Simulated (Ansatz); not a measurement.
C2H6Si, charge -1, doublet, at a GFN2-xTB geometry (a state made from the parent by changing its charge; the spin is typed, not shown lowest) (a gas-phase anion, which may not be bound at this level); B3LYP/def2-SVP run with Ansatz (a first-principles code).

Here is a job for Ansatz.
Ansatz 0.2 input:
```yaml
crystal:
  periodic: [false, false, false]
  atoms:
    - {symbol: Si, position_ang: [-0.25215424, 0.11481918, 0.67817736]}
    - {symbol: C, position_ang: [0.74958618, 1.26004226, -0.45901186]}
    - {symbol: H, position_ang: [0.93702546, 2.21259696, 0.04602924]}
    - {symbol: H, position_ang: [0.23131482, 1.49563534, -1.39997624]}
    - {symbol: H, position_ang: [1.73131473, 0.84650306, -0.73235712]}
    - {symbol: C, position_ang: [-0.41541715, -1.41220712, -0.43974705]}
    - {symbol: H, position_ang: [0.55427466, -1.85335584, -0.71289327]}
    - {symbol: H, position_ang: [-0.94572525, -1.20422356, -1.38051239]}
    - {symbol: H, position_ang: [-0.98305928, -2.19163532, 0.07778029]}
basis:
  gaussian:
    orbitals: def2-SVP
    fitting: {mean_field: def2-universal-JKFIT}
hamiltonian:
  xc: b3lyp
total_charge: -1
magnetization: {spin_polarized: true, initial_magnetization: 1}
```

Problem. Write the output that Ansatz gives for this input, abridged.

Solution. 
```
Functional definition: B3LYP
386 factors; integrals over basis functions are off by at most 2.5e-1 eV
mean field evaluation 1: about -10040.9242 eV, gradient 2.7e1 eV
mean field evaluation 2: about -10038.5403 eV, gradient 3.4e1 eV
mean field evaluation 4: about -10044.7230 eV, gradient 4.2e-1 eV
mean field evaluation 8: about -10044.7237 eV, gradient 9.4e-3 eV
mean field evaluation 16: about -10044.7237 eV, gradient 1.2e-5 eV
mean field -10044.72369887 eV, -369.1367873753 hartree, gradient 1.2e-5 eV, S^2 0.755331; 0 other end points of the search recorded, 0 dependent functions left out
reference -10044.72391949 eV, -369.1367954828 hartree; 17, 16 occupied and 59, 60 virtual orbitals, 386 factors
Total energy: -10044.72391949 eV, -369.1367954828 hartree
```
